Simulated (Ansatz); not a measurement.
Ideal-gas functions of `[C]#C[SiH2]N` radical at 500 K and 1 bar, from an Ansatz frequency run at PBE0-D4/def2-TZVP.

Molar mass 70.15 g/mol, point group Cs (symmetry number 1), electronic degeneracy 2, moments of inertia 28.409, 146.396, 165.939 u Å². Harmonic wavenumbers (cm⁻¹, unscaled): 128, 153, 218, 298, 422, 536, 610, 752, 865, 891, 913, 928, 1585, 2141, 2252, 2256, 3603, 3696.

Use S(trans) = R[1.5 ln M + 2.5 ln T − 1.1517]; rotational temperatures θ = 24.2544 K / I; S(rot) = R[ln(√π/σ · √(T³/θAθBθC)) + 1.5]; for each mode x = 1.438777 ν̃/T, S = R[x/(eˣ − 1) − ln(1 − e⁻ˣ)] and H = RT x/(eˣ − 1); 1 cm⁻¹ = 0.0119627 kJ/mol; R = 8.31446 J/(mol·K).

By hand: the entropy, in J/(mol·K).

Translation 172.6. Rotation: θ = 0.8538, 0.1657, 0.1462 K, giving 110.9. Vibration, mode by mode: 16.67, 15.20, 12.33, 9.84, 7.19, 5.49, 4.63, 3.35, 2.59, 2.44, 2.33, 2.25, 0.49, 0.13, 0.10, 0.09, 0.00, 0.00, in all 85.1. Electronic 5.8. Sum 374.4 J/(mol·K).

By hand: H − E and G − E in kJ/mol, counted from the electronic energy.

Zero-point energy ½ × 22247 × 0.0119627 = 133.1; thermal vibration 22.8; translation, rotation and pV give 4 RT = 16.6. H − E = 172.5 kJ/mol, and G − E = 172.5 − 500 × 374.4/1000 = -14.7 kJ/mol.

Vibration gives 23 % of the entropy, 16.7 J/(mol·K) of it from the mode under 150 cm⁻¹: soft modes count most, and the harmonic formula is weakest for them. The sum counts one conformer and one mirror image; others add a mixing term.
